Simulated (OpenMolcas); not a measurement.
Ni4+ among 2 point charges of -3 e arranged as a linear pair (D∞h), 2.04 Å from the ion.

```yaml
Program: OpenMolcas
Method: CASSCF
Basis: ANO-RCC-VTZP [6s5p3d2f1g]
Scalar_Hamiltonian: DKH2, point nucleus
Active_space: 6 electrons in 5 orbitals (3d)
State_averaging: 2S+1 = 5 even, 5 roots; 2S+1 = 3 even, 45 roots; 2S+1 = 1 even, 50 roots
Spin-orbit_coupling: RASSI with atomic mean-field integrals over the reference wave functions
```

(1) What is the spin-free ground state (labels by Λ)?

(2) Where is the first state of the same spin?

(3) What are the lowest two levels with spin-orbit coupling?

(4) What is χT at 300 K, and how does it compare with the textbook value?

Answers

(1) 5Δ, 2-fold in its orbital part, 100 % from free-ion D terms; it has the highest spin that d6 allows.

(2) 5Π at 7970 cm-1 above the ground state.

(3) A 2-fold level with g = 0.00, 0.00, 12.01, then a 2-fold level 395.0 cm-1 above it. Their leading multiplicities are 5 (100 %) and 5 (100 %).

(4) The lowest level has 2S+1 = 5, for which the spin-only value is χT = S(S+1) / 2 = 3.000 cm3 K/mol (g = 2). The computed 5.119 at 300 K differs by +2.119, through orbital momentum, spin-orbit coupling and any other state in reach.

Without dynamic correlation the repulsion within the d shell is too large (B by tens of per cent), so at a given field states of lower spin stand too high. Point charges give a weaker field than real ligands, and real ions of this kind are often low spin; the high spin found here belongs to the model. This is an electrostatic model: the charges have no orbitals. No measured value stands beside these numbers.

With an even number of electrons the g values are those of a degenerate or nearly degenerate non-Kramers pair.
